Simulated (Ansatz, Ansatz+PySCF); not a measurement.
```tsv
atom	x (Å)	y (Å)	z (Å)
C	-0.2117	0.0292	-0.3942
C	-0.9764	-0.3411	0.7093
C	1.1581	0.2788	-0.3642
H	-0.7207	0.1306	-1.3478
H	-2.0394	-0.5217	0.6204
H	-0.5286	-0.4592	1.6888
H	1.6964	0.5633	-1.2584
H	1.7241	0.1950	0.5558
```

Basis set: def2-SVP (spherical functions). Correlated methods keep 3 orbitals frozen. Charge 0, multiplicity 2.

Computed with Ansatz (development build ahead of 0.2.0); each method stands on the lowest determinant of its kind that the runs found.

The atomization energy at this shape (free ground-state atoms in the same class of orbitals less the molecule, no zero-point energy) of doublet C3H5:

```tsv
method	atomization energy
UHF	2505.0 kJ/mol
```

Question: What does UHF-MP2 give?

Answer: 3076.5 kJ/mol. Caution: the unrestricted determinant is spin contaminated.
